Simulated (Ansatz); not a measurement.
A short molecular-dynamics run on C₅HF₇, SMILES `FC1=C(F)C(F)(F)C(F)C1(F)F`.

```yaml
crystal:
  periodic: [false, false, false]
  atoms:
    - {symbol: F, position_ang: [-2.022748, -1.241513, -1.195449]}
    - {symbol: C, position_ang: [-1.052026, -0.672079, -0.525218]}
    - {symbol: C, position_ang: [-0.914079, -0.610650, 0.793093]}
    - {symbol: F, position_ang: [-1.719886, -1.106642, 1.698870]}
    - {symbol: C, position_ang: [0.330883, 0.109621, 1.193469]}
    - {symbol: F, position_ang: [0.077854, 1.044192, 2.137445]}
    - {symbol: F, position_ang: [1.251381, -0.726710, 1.709135]}
    - {symbol: C, position_ang: [0.821262, 0.749893, -0.119694]}
    - {symbol: F, position_ang: [2.163218, 0.677075, -0.256722]}
    - {symbol: C, position_ang: [0.076389, -0.003713, -1.238650]}
    - {symbol: F, position_ang: [0.878521, -0.892756, -1.854169]}
    - {symbol: F, position_ang: [-0.375159, 0.842452, -2.191879]}
    - {symbol: H, position_ang: [0.504888, 1.795928, -0.135333]}
basis:
  gaussian: {orbitals: def2-SVP}
hamiltonian: {xc: {name: BLYP}, dispersion: d3bj}
md: {timestep: 1 fs, n_steps: 30, ensemble: nve, temperature: 1000, initial_velocities: maxwell_boltzmann, seed: 647}
```

```sh
$ ansatz run in.yaml --threads 4 --pin off --events-out ev --progress --plain --max-ram 66560MiB --backend cuda --devices 0, --max-vram 37GiB
```

| step | time (fs) | potential energy (eV) | kinetic (eV) | T (K) | conserved (eV) |
| --- | --- | --- | --- | --- | --- |
| 0 | 0.0 | -24196.2551 | 1.4219 | 1000 | -24194.8333 |
| 1 | 1.0 | -24196.2143 | 1.3826 | 972 | -24194.8317 |
| 2 | 2.0 | -24196.0872 | 1.2595 | 886 | -24194.8277 |
| 3 | 3.0 | -24195.9329 | 1.1085 | 780 | -24194.8244 |
| 4 | 4.0 | -24195.8027 | 0.9797 | 689 | -24194.8230 |
| 5 | 5.0 | -24195.7188 | 0.8950 | 629 | -24194.8238 |
| 6 | 6.0 | -24195.6685 | 0.8421 | 592 | -24194.8263 |
| 7 | 7.0 | -24195.6154 | 0.7875 | 554 | -24194.8279 |
| 8 | 8.0 | -24195.5428 | 0.7179 | 505 | -24194.8249 |
| 9 | 9.0 | -24195.4972 | 0.6760 | 475 | -24194.8213 |
| 10 | 10.0 | -24195.5275 | 0.7029 | 494 | -24194.8246 |
| 11 | 11.0 | -24195.5866 | 0.7571 | 532 | -24194.8295 |
| 12 | 12.0 | -24195.6015 | 0.7723 | 543 | -24194.8292 |
| 13 | 13.0 | -24195.5683 | 0.7420 | 522 | -24194.8263 |
| 14 | 14.0 | -24195.5275 | 0.7035 | 495 | -24194.8240 |
| 15 | 15.0 | -24195.5132 | 0.6896 | 485 | -24194.8236 |
| 16 | 16.0 | -24195.5321 | 0.7071 | 497 | -24194.8251 |
| 17 | 17.0 | -24195.5607 | 0.7327 | 515 | -24194.8279 |
| 18 | 18.0 | -24195.5567 | 0.7270 | 511 | -24194.8297 |
| 19 | 19.0 | -24195.4998 | 0.6730 | 473 | -24194.8267 |
| 20 | 20.0 | -24195.4388 | 0.6171 | 434 | -24194.8217 |
| 21 | 21.0 | -24195.4435 | 0.6201 | 436 | -24194.8234 |
| 22 | 22.0 | -24195.4923 | 0.6644 | 467 | -24194.8279 |
| 23 | 23.0 | -24195.5197 | 0.6917 | 486 | -24194.8280 |
| 24 | 24.0 | -24195.5169 | 0.6914 | 486 | -24194.8255 |
| 25 | 25.0 | -24195.5183 | 0.6946 | 489 | -24194.8236 |
| 26 | 26.0 | -24195.5521 | 0.7286 | 512 | -24194.8236 |
| 27 | 27.0 | -24195.6196 | 0.7942 | 559 | -24194.8253 |
| 28 | 28.0 | -24195.6927 | 0.8641 | 608 | -24194.8285 |
| 29 | 29.0 | -24195.7240 | 0.8930 | 628 | -24194.8310 |
| 30 | 30.0 | -24195.6829 | 0.8541 | 601 | -24194.8288 |

Velocities are drawn at the set temperature; a run this short doesn't reach equilibrium.

Frames (Å, forces in eV/Å):

```xyz
13
time=0.0 fs
F    -2.023   -1.242   -1.195   -0.823   -0.485   -0.571
C    -1.052   -0.672   -0.525    0.118    0.129   -0.619
C    -0.914   -0.611    0.793    0.242    0.184    0.567
F    -1.720   -1.107    1.699   -0.683   -0.422    0.771
C     0.331    0.110    1.193   -0.181    0.028   -0.321
F     0.078    1.044    2.137   -0.241    0.753    0.738
F     1.251   -0.727    1.709    0.792   -0.705    0.338
C     0.821    0.750   -0.120   -0.123    0.076    0.009
F     2.163    0.677   -0.257    0.937   -0.077   -0.095
C     0.076   -0.004   -1.239   -0.112    0.059    0.348
F     0.879   -0.893   -1.854    0.712   -0.741   -0.428
F    -0.375    0.842   -2.192   -0.396    0.684   -0.738
H     0.505    1.796   -0.135   -0.242    0.516    0.001
13
time=2.0 fs
F    -2.033   -1.246   -1.203   -0.278   -0.183   -0.337
C    -1.046   -0.670   -0.531   -0.475   -0.134   -1.183
C    -0.910   -0.616    0.776    0.559    0.541    1.655
F    -1.707   -1.102    1.699   -0.659   -0.470    0.600
C     0.348    0.119    1.205   -1.594    0.359   -1.693
F     0.082    1.041    2.142   -0.199    0.883    1.049
F     1.236   -0.733    1.687    1.509   -0.985    0.659
C     0.804    0.781   -0.136    0.536    1.608    0.500
F     2.162    0.673   -0.243    0.537    0.041   -0.240
C     0.072    0.021   -1.234    0.345   -1.510    0.297
F     0.887   -0.915   -1.844    0.214    0.090   -0.029
F    -0.378    0.833   -2.173   -0.639    1.290   -1.689
H     0.516    1.910   -0.223    0.143   -1.530    0.411
13
time=4.0 fs
F    -2.043   -1.250   -1.210    0.190    0.073   -0.153
C    -1.042   -0.668   -0.540   -0.910   -0.357   -1.131
C    -0.903   -0.619    0.765    0.594    0.768    2.080
F    -1.695   -1.098    1.701   -0.591   -0.484    0.435
C     0.361    0.130    1.212   -2.569    0.592   -2.543
F     0.085    1.039    2.149   -0.139    0.916    1.233
F     1.223   -0.742    1.666    2.007   -1.100    0.849
C     0.789    0.817   -0.150    1.411    1.469    0.925
F     2.162    0.670   -0.229    0.176    0.227   -0.379
C     0.069    0.042   -1.228    0.679   -2.697    0.301
F     0.897   -0.938   -1.833   -0.138    0.753    0.245
F    -0.383    0.826   -2.159   -0.857    1.807   -2.572
H     0.532    1.970   -0.294    0.148   -1.966    0.709
13
time=6.0 fs
F    -2.053   -1.255   -1.218    0.537    0.251   -0.033
C    -1.040   -0.667   -0.553   -1.107   -0.496   -0.373
C    -0.895   -0.620    0.759    0.349    0.874    1.688
F    -1.685   -1.095    1.703   -0.496   -0.472    0.318
C     0.365    0.142    1.211   -2.868    0.620   -2.680
F     0.088    1.039    2.158   -0.075    0.821    1.230
F     1.214   -0.753    1.647    2.091   -0.878    0.811
C     0.778    0.857   -0.162    2.147   -0.361    1.331
F     2.162    0.667   -0.217   -0.044    0.448   -0.493
C     0.068    0.054   -1.222    0.855   -3.251    0.159
F     0.906   -0.958   -1.823   -0.366    1.239    0.411
F    -0.389    0.822   -2.149   -0.923    2.034   -3.101
H     0.553    1.958   -0.340   -0.102   -0.830    0.732
13
time=8.0 fs
F    -2.062   -1.259   -1.227    0.767    0.352    0.041
C    -1.042   -0.668   -0.567   -1.081   -0.534    0.744
C    -0.886   -0.619    0.760   -0.134    0.853    0.786
F    -1.675   -1.094    1.706   -0.377   -0.427    0.248
C     0.360    0.156    1.201   -2.486    0.458   -2.122
F     0.091    1.041    2.170   -0.015    0.596    1.005
F     1.210   -0.766    1.629    1.766   -0.337    0.575
C     0.774    0.896   -0.169    2.685   -3.690    1.794
F     2.162    0.665   -0.205   -0.152    0.681   -0.568
C     0.070    0.055   -1.214    0.840   -3.064   -0.286
F     0.914   -0.977   -1.811   -0.512    1.576    0.498
F    -0.398    0.823   -2.145   -0.753    1.848   -3.084
H     0.570    1.918   -0.358   -0.549    1.687    0.369
13
time=10.0 fs
F    -2.070   -1.262   -1.235    0.895    0.386    0.097
C    -1.048   -0.671   -0.579   -0.880   -0.458    1.716
C    -0.877   -0.614    0.762   -0.780    0.693   -0.145
F    -1.667   -1.093    1.710   -0.244   -0.350    0.205
C     0.347    0.172    1.184   -1.621    0.204   -1.076
F     0.094    1.044    2.184    0.031    0.284    0.578
F     1.209   -0.779    1.612    1.214    0.315    0.268
C     0.778    0.923   -0.170    2.450   -4.649    1.735
F     2.162    0.664   -0.194   -0.180    0.876   -0.596
C     0.074    0.047   -1.208    0.637   -2.305   -0.959
F     0.921   -0.992   -1.798   -0.604    1.785    0.518
F    -0.407    0.827   -2.148   -0.387    1.304   -2.590
H     0.566    1.937   -0.362   -0.531    1.914    0.250
13
time=12.0 fs
F    -2.075   -1.265   -1.243    0.941    0.368    0.163
C    -1.056   -0.675   -0.585   -0.562   -0.275    2.175
C    -0.871   -0.608    0.765   -1.460    0.431   -0.749
F    -1.659   -1.092    1.714   -0.120   -0.250    0.168
C     0.330    0.188    1.164   -0.549   -0.034    0.159
F     0.097    1.047    2.199    0.048   -0.049    0.040
F     1.210   -0.792    1.596    0.635    0.873    0.000
C     0.790    0.936   -0.166    1.359   -2.542    1.056
F     2.162    0.665   -0.185   -0.093    0.988   -0.582
C     0.081    0.031   -1.205    0.317   -1.310   -1.562
F     0.927   -1.003   -1.784   -0.655    1.879    0.471
F    -0.418    0.834   -2.156    0.050    0.597   -1.875
H     0.544    2.021   -0.355    0.090   -0.675    0.536
13
time=14.0 fs
F    -2.079   -1.266   -1.250    0.926    0.316    0.254
C    -1.066   -0.680   -0.584   -0.193   -0.030    1.977
C    -0.869   -0.600    0.765   -1.990    0.163   -0.868
F    -1.651   -1.093    1.719   -0.040   -0.154    0.138
C     0.310    0.205    1.145    0.474   -0.231    1.280
F     0.100    1.051    2.214    0.032   -0.340   -0.490
F     1.213   -0.803    1.580    0.138    1.261   -0.187
C     0.807    0.941   -0.159    0.263   -1.370    0.524
F     2.161    0.668   -0.177    0.156    1.014   -0.538
C     0.088    0.012   -1.207   -0.053   -0.341   -1.796
F     0.932   -1.011   -1.770   -0.663    1.861    0.352
F    -0.428    0.842   -2.167    0.451   -0.085   -1.177
H     0.525    2.084   -0.328    0.498   -2.064    0.532
13
time=16.0 fs
F    -2.081   -1.267   -1.257    0.868    0.245    0.367
C    -1.077   -0.685   -0.577    0.148    0.208    1.165
C    -0.874   -0.591    0.762   -2.187    0.013   -0.492
F    -1.643   -1.093    1.723   -0.040   -0.086    0.129
C     0.292    0.220    1.129    1.258   -0.499    2.072
F     0.103    1.054    2.228   -0.004   -0.547   -0.923
F     1.216   -0.811    1.564   -0.247    1.490   -0.285
C     0.824    0.941   -0.150   -0.605   -1.535    0.213
F     2.161    0.673   -0.170    0.575    0.953   -0.479
C     0.096   -0.009   -1.215   -0.455    0.498   -1.554
F     0.935   -1.015   -1.754   -0.606    1.720    0.149
F    -0.438    0.850   -2.182    0.768   -0.646   -0.618
H     0.524    2.071   -0.281    0.526   -1.814    0.256
13
time=18.0 fs
F    -2.081   -1.268   -1.263    0.774    0.162    0.477
C    -1.087   -0.689   -0.567    0.398    0.385   -0.045
C    -0.886   -0.582    0.758   -1.958    0.064    0.242
F    -1.635   -1.094    1.728   -0.141   -0.067    0.165
C     0.277    0.234    1.120    1.700   -0.948    2.455
F     0.106    1.055    2.240   -0.038   -0.657   -1.217
F     1.219   -0.817    1.547   -0.528    1.595   -0.292
C     0.840    0.936   -0.140   -1.009   -3.071    0.093
F     2.162    0.680   -0.164    1.074    0.811   -0.423
C     0.101   -0.029   -1.227   -0.877    1.222   -0.909
F     0.937   -1.016   -1.739   -0.465    1.444   -0.144
F    -0.446    0.857   -2.197    1.002   -1.070   -0.219
H     0.542    1.992   -0.225    0.069    0.130   -0.184
13
time=20.0 fs
F    -2.080   -1.268   -1.269    0.643    0.069    0.545
C    -1.096   -0.692   -0.556    0.547    0.492   -1.254
C    -0.904   -0.574    0.754   -1.368    0.291    1.017
F    -1.628   -1.095    1.734   -0.346   -0.106    0.267
C     0.269    0.245    1.119    1.792   -1.553    2.461
F     0.109    1.056    2.250   -0.047   -0.683   -1.363
F     1.220   -0.819    1.530   -0.709    1.590   -0.197
C     0.852    0.920   -0.130   -1.114   -4.583   -0.073
F     2.165    0.689   -0.158    1.502    0.596   -0.380
C     0.104   -0.044   -1.243   -1.270    1.842   -0.045
F     0.939   -1.013   -1.723   -0.243    1.048   -0.508
F    -0.451    0.861   -2.213    1.170   -1.372    0.052
H     0.562    1.921   -0.176   -0.558    2.369   -0.523
13
time=22.0 fs
F    -2.077   -1.269   -1.273    0.466   -0.036    0.533
C    -1.104   -0.694   -0.550    0.640    0.568   -1.969
C    -0.926   -0.564    0.754   -0.601    0.582    1.404
F    -1.621   -1.096    1.739   -0.629   -0.203    0.441
C     0.266    0.251    1.126    1.599   -2.125    2.147
F     0.112    1.055    2.257   -0.014   -0.647   -1.358
F     1.221   -0.818    1.512   -0.780    1.464    0.010
C     0.861    0.891   -0.120   -1.921   -2.174   -0.466
F     2.171    0.699   -0.154    1.695    0.319   -0.353
C     0.103   -0.054   -1.258   -1.528    2.273    0.820
F     0.939   -1.009   -1.709    0.003    0.602   -0.899
F    -0.455    0.863   -2.229    1.292   -1.568    0.237
H     0.563    1.929   -0.146   -0.223    0.945   -0.549
13
time=24.0 fs
F    -2.073   -1.269   -1.276    0.253   -0.151    0.431
C    -1.109   -0.693   -0.550    0.702    0.667   -1.868
C    -0.950   -0.552    0.758    0.158    0.796    1.144
F    -1.616   -1.097    1.746   -0.944   -0.339    0.652
C     0.268    0.250    1.139    1.220   -2.452    1.524
F     0.115    1.052    2.261    0.058   -0.568   -1.202
F     1.219   -0.814    1.494   -0.736    1.215    0.318
C     0.863    0.856   -0.112   -2.440    1.034   -0.837
F     2.180    0.709   -0.150    1.473    0.062   -0.341
C     0.097   -0.056   -1.271   -1.539    2.406    1.493
F     0.940   -1.003   -1.697    0.168    0.242   -1.223
F    -0.456    0.862   -2.244    1.367   -1.651    0.364
H     0.556    1.973   -0.137    0.259   -1.261   -0.456
13
time=26.0 fs
F    -2.069   -1.269   -1.278    0.040   -0.256    0.269
C    -1.112   -0.691   -0.555    0.697    0.785   -1.044
C    -0.974   -0.538    0.766    0.784    0.834    0.398
F    -1.612   -1.100    1.754   -1.218   -0.473    0.813
C     0.273    0.242    1.158    0.739   -2.455    0.626
F     0.118    1.049    2.263    0.152   -0.457   -0.922
F     1.216   -0.807    1.477   -0.571    0.842    0.698
C     0.858    0.823   -0.106   -2.082    2.543   -1.058
F     2.193    0.720   -0.147    0.867   -0.147   -0.341
C     0.087   -0.050   -1.279   -1.231    2.166    1.850
F     0.941   -0.997   -1.687    0.163    0.085   -1.402
F    -0.454    0.857   -2.258    1.381   -1.611    0.443
H     0.558    1.972   -0.145    0.279   -1.857   -0.329
13
time=28.0 fs
F    -2.065   -1.270   -1.280   -0.116   -0.317    0.111
C    -1.112   -0.686   -0.564    0.549    0.862    0.082
C    -0.995   -0.521    0.775    1.198    0.641   -0.373
F    -1.611   -1.103    1.764   -1.374   -0.530    0.804
C     0.282    0.225    1.178    0.196   -2.067   -0.455
F     0.121    1.044    2.263    0.253   -0.346   -0.585
F     1.212   -0.799    1.461   -0.264    0.318    1.122
C     0.847    0.798   -0.104   -1.169    2.385   -1.060
F     2.207    0.730   -0.145    0.106   -0.318   -0.352
C     0.072   -0.038   -1.281   -0.624    1.575    1.856
F     0.942   -0.990   -1.679   -0.018    0.132   -1.419
F    -0.449    0.849   -2.272    1.324   -1.449    0.484
H     0.569    1.904   -0.166   -0.061   -0.887   -0.218
13
time=30.0 fs
F    -2.061   -1.272   -1.282   -0.154   -0.296    0.026
C    -1.112   -0.678   -0.573    0.211    0.823    1.079
C    -1.013   -0.502    0.783    1.356    0.205   -0.775
F    -1.613   -1.107    1.775   -1.361   -0.445    0.553
C     0.291    0.202    1.197   -0.420   -1.189   -1.539
F     0.125    1.039    2.261    0.347   -0.285   -0.281
F     1.208   -0.790    1.448    0.211   -0.386    1.552
C     0.831    0.780   -0.105    0.094    0.488   -0.778
F     2.221    0.740   -0.143   -0.656   -0.423   -0.374
C     0.055   -0.021   -1.278    0.154    0.760    1.538
F     0.944   -0.983   -1.675   -0.293    0.282   -1.310
F    -0.442    0.838   -2.285    1.205   -1.194    0.502
H     0.577    1.806   -0.195   -0.694    1.661   -0.194
```

Hardware: 4 threads of an AMD EPYC 7R13 on a shared host and a share of an NVIDIA H100 80 GB. Wall time 47 s, peak host memory 0.83 GiB.
